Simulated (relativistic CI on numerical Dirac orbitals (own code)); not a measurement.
# Pt61+: q coefficients and field-shift factors

Computed by Dirac-Coulomb-Breit CI, orbitals from a KLI potential per configuration, derivatives by finite differences, unscaled Slater integrals, QED left out (own radial code, finite nucleus).

CI space (outside the closed core [Ne]): 3s2 3p5, 3s2 3p4 3d, 3s 3p6, 3s 3p5 3d, 3s 3p4 3d2, 3p6 3d, 3p5 3d2, 3p4 3d3. Double excitations out of closed p, d and f shells are left out; levels of such configurations are missing from the list, as are those of other unlisted configurations, and high levels can miss mixing partners.

With x = (α/α₀)² − 1 an excitation energy changes as ω = ω₀ + qx; K = 2q/ω₀ is the relative enhancement. Terms are leading LS components, so labels can repeat. The field-shift factor is F = δν/δ⟨r²⟩ for the transition from the lowest level.

Lowest level 3s2 3p5 2P°_3/2.

```
            Level  ω₀ (cm⁻¹)   q (cm⁻¹)  F (GHz/fm²)
3s2 3p4 3d 4D_3/2    2011394     147100         14.8
3s2 3p4 3d 4D_5/2    2067463     159200         16.9
3s2 3p4 3d 4P_1/2    2075177     160500        -6.18
3s2 3p4 3d 2F_7/2    2095605     134600           19
3s2 3p4 3d 2D_3/2    2278194     161000         17.9
3s2 3p4 3d 2F_7/2    2838594     973900         42.2
3s2 3p4 3d 4F_9/2    2859496     964400         48.4
3s2 3p4 3d 2P_1/2    2923690  1.013e+06        -50.7
3s2 3p4 3d 2D_5/2    3115851     989600         40.5
3s2 3p4 3d 2P_3/2    3181973  1.003e+06         42.3
3s2 3p4 3d 2D_5/2    3223321  1.007e+06         30.6
  3s2 3p5 2P°_1/2    3623156  4.538e+06         -832
    3s 3p6 2S_1/2    5298548  4.899e+06        -8630
```

At this charge energies of transitions that change n are usually good to better than 1 %, and those within a shell (Δn = 0) to a few per cent.

**Question.** Which transition from the lowest level has the largest |K|?

**Answer.** 3s2 3p5 2P°_1/2 at 3623156 cm⁻¹, K = 2.5.
